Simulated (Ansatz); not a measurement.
Coupled-cluster run, `[CH3][Al-]1([F])[O]C(C(F)(F)F)=CC(C(F)(F)F)=[O+]1`.

```yaml
crystal:
  periodic: [false, false, false]
  atoms:
    - {symbol: C, position_ang: [-1.705006, -0.955021, 2.648914]}
    - {symbol: Al, position_ang: [-0.117274, -0.231421, 1.827855]}
    - {symbol: F, position_ang: [1.215778, 0.216349, 2.701125]}
    - {symbol: O, position_ang: [-0.465031, 1.194227, 0.707019]}
    - {symbol: C, position_ang: [-0.083695, 1.319041, -0.485820]}
    - {symbol: C, position_ang: [-0.420174, 2.684326, -1.101616]}
    - {symbol: F, position_ang: [-1.739002, 2.855452, -1.111225]}
    - {symbol: F, position_ang: [0.024113, 2.788197, -2.351723]}
    - {symbol: F, position_ang: [0.128327, 3.653576, -0.379732]}
    - {symbol: C, position_ang: [0.562520, 0.357179, -1.251267]}
    - {symbol: C, position_ang: [0.809689, -0.898756, -0.712536]}
    - {symbol: C, position_ang: [1.460969, -1.985665, -1.579055]}
    - {symbol: F, position_ang: [1.765765, -1.535773, -2.793849]}
    - {symbol: F, position_ang: [0.623944, -3.010743, -1.710898]}
    - {symbol: F, position_ang: [2.574306, -2.418498, -1.000614]}
    - {symbol: O, position_ang: [0.531994, -1.280611, 0.454041]}
    - {symbol: H, position_ang: [-2.477584, -1.190745, 1.911634]}
    - {symbol: H, position_ang: [-1.485014, -1.874844, 3.198200]}
    - {symbol: H, position_ang: [-2.139141, -0.250938, 3.364442]}
    - {symbol: H, position_ang: [0.842513, 0.573965, -2.268595]}
basis:
  gaussian: {orbitals: def2-SVP}
correlation: {method: ccsd_t}
```

```sh
$ ansatz run in.yaml --threads 11 --pin off --events-out ev --progress --plain --max-ram 174080MiB --backend cuda --devices 0, --max-vram 75GiB
```

The program prints (abridged):

```
Functional definition: HF
2405 factors; integrals over basis functions are off by at most 1.3e-3 eV
mean field evaluation 1: about -35812.3403 eV, gradient 7.8e1 eV
mean field evaluation 2: about -35812.6577 eV, gradient 7.8e1 eV
mean field evaluation 4: about -35824.2473 eV, gradient 6.7e0 eV
mean field evaluation 8: about -35824.3962 eV, gradient 6.2e-1 eV
mean field -35824.39760906 eV, -1316.5223294841 hartree, gradient 2.7e-6 eV, S^2 0.000000; 0 other end points of the search recorded, 0 dependent functions left out
20 core orbitals not correlated: weight in the atoms' cores, before any rotation towards them, 1.000 or more for the frozen orbitals, at most 0.000 for the correlated occupied ones
reference -35824.39760906 eV, -1316.5223294841 hartree; 46, 46 occupied and 182, 182 virtual orbitals, 2405 factors
second order -67.31531842 eV of doubles, -0.00000000 eV of singles
cycle   1  -66.82392960 eV  change    4.9e-1 eV  update   2.0e-1
cycle   2  -68.33095228 eV  change    -1.5e0 eV  update   5.9e-2
cycle   3  -68.72404708 eV  change   -3.9e-1 eV  update   3.2e-2
cycle   4  -68.71727150 eV  change    6.8e-3 eV  update   8.9e-3
cycle   5  -68.70032195 eV  change    1.7e-2 eV  update   4.8e-3
cycle   6  -68.70177607 eV  change   -1.5e-3 eV  update   1.6e-3
cycle   7  -68.70223511 eV  change   -4.6e-4 eV  update   7.2e-4
cycle   8  -68.70167542 eV  change    5.6e-4 eV  update   2.6e-4
cycle   9  -68.70158991 eV  change    8.6e-5 eV  update   1.0e-4
perturbative correction -1.80428222 eV, -0.0663061484 hartree
Total energy: -35894.90348119 eV, -1319.1133724943 hartree
```

Run time 9 s (11 threads of an AMD EPYC 7R13 on a shared host and a whole NVIDIA H100 80 GB); peak host memory 1.7 GiB.

Correlation energy per correlated electron: -0.766 eV. T1 diagnostic: 0.0146.
